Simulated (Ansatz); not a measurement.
`OCO[SiH2]O` and `O[SiH2]OC[SiH3]` differ in one atom or group.

Ansatz, PBE0-D4/def2-TZVP geometries, multiplicity 1. Each molecule was computed in one conformer, which needn't be the lowest.

```tsv
property	`OCO[SiH2]O`
HOMO energy (PBE/def2-TZVPP) / eV	-7.01
LUMO energy (PBE0/def2-TZVPP) / eV	0.64
size of the dipole moment (B3LYP/def2-TZVPP) / D	1.71
HOMO–LUMO gap (PBE0/def2-TZVPP) / eV	9.23
HOMO energy (B3LYP/def2-TZVPP) / eV	-8.37
HOMO–LUMO gap (PBE/def2-TZVPP) / eV	6.76
```

(1) What does the change do to each property? (Estimate.)

Answers

(1) Computed: 
| property | `O[SiH2]OC[SiH3]` | shift |
| --- | --- | --- |
| HOMO energy (PBE/def2-TZVPP) / eV | -6.36 | 0.65 |
| LUMO energy (PBE0/def2-TZVPP) / eV | 0.31 | -0.33 |
| size of the dipole moment (B3LYP/def2-TZVPP) / D | 2.03 | 0.32 |
| HOMO–LUMO gap (PBE0/def2-TZVPP) / eV | 8.07 | -1.16 |
| HOMO energy (B3LYP/def2-TZVPP) / eV | -7.55 | 0.82 |
| HOMO–LUMO gap (PBE/def2-TZVPP) / eV | 5.82 | -0.94 |

With PBE0 the HOMO rises by 0.81 eV and the LUMO falls by 0.33 eV, so the gap narrows by about 1.14 eV. PBE moves the HOMO by 0.65 eV and ωB97M-V by 0.89 eV. Dipoles are sizes alone; their direction can turn.

B3LYP here is the variant with VWN-RPA as its local correlation; programs differ in this.
